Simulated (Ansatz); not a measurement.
```yaml
crystal:
  periodic: [false, false, false]
  atoms:
    - {symbol: C, position_ang: [-0.773227, -1.548359, 0.063687]}
    - {symbol: C, position_ang: [-0.128386, -0.258923, 0.008324]}
    - {symbol: N, position_ang: [0.383642, 0.765609, -0.034981]}
    - {symbol: Cu, position_ang: [1.202643, 2.407479, -0.100017]}
    - {symbol: Cl, position_ang: [2.130870, 4.270548, -0.170951]}
    - {symbol: H, position_ang: [-1.432015, -1.595027, 0.932484]}
    - {symbol: H, position_ang: [-0.020924, -2.334990, 0.142534]}
    - {symbol: H, position_ang: [-1.362612, -1.706348, -0.841090]}
basis:
  gaussian: {orbitals: def2-mTZVP, fitting: {mean_field: def2-universal-jkfit}}
hamiltonian: {xc: {name: r2SCAN50}}
output: {forces: true}
```

```sh
$ ansatz run in.yaml --threads 4 --pin off --events-out ev --progress --plain --max-ram 10444MiB
```

It prints (some lines left out):

```
Functional definition: r2SCAN50
673 factors; integrals over basis functions are off by at most 3.9e-1 eV
mean field evaluation 1: about -60766.3711 eV, gradient 7.0e1 eV
mean field evaluation 2: about -60723.8265 eV, gradient 2.4e2 eV
mean field evaluation 4: about -60772.3843 eV, gradient 1.0e1 eV
mean field evaluation 8: about -60772.5408 eV, gradient 1.7e-1 eV
mean field evaluation 16: about -60772.5409 eV, gradient 1.9e-5 eV
mean field -60772.54091259 eV, -2233.3496854301 hartree, gradient 1.9e-5 eV, S^2 0.000000; 0 other end points of the search recorded, 0 dependent functions left out
reference -60772.54092240 eV, -2233.3496857906 hartree; 34, 34 occupied and 87, 87 virtual orbitals, 673 factors
Total energy: -60772.54092240 eV, -2233.3496857906 hartree
Atom 0 at    -0.773227    -1.548359     0.063687 Å, force    -0.092156    -0.184486     0.007842 eV/Å
Atom 1 at    -0.128386    -0.258923     0.008324 Å, force     0.597858     1.197609    -0.049538 eV/Å
Atom 2 at     0.383642     0.765609    -0.034981 Å, force    -0.900290    -1.802612     0.075073 eV/Å
Atom 3 at     1.202643     2.407479    -0.100017 Å, force     0.086484     0.173435    -0.006904 eV/Å
Atom 4 at     2.130870     4.270548    -0.170951 Å, force     0.125577     0.251586    -0.010154 eV/Å
Atom 5 at    -1.432015    -1.595027     0.932484 Å, force     0.216496     0.031545    -0.275234 eV/Å
Atom 6 at    -0.020924    -2.334990     0.142534 Å, force    -0.228782     0.265625    -0.025787 eV/Å
Atom 7 at    -1.362612    -1.706348    -0.841090 Å, force     0.194812     0.067297     0.284702 eV/Å
Dipole moment:    -1.128459    -2.261470     0.090700 e Å
```

Run time 3 s (4 threads of an Arm Neoverse V1 on a shared host); peak host memory 0.23 GiB.
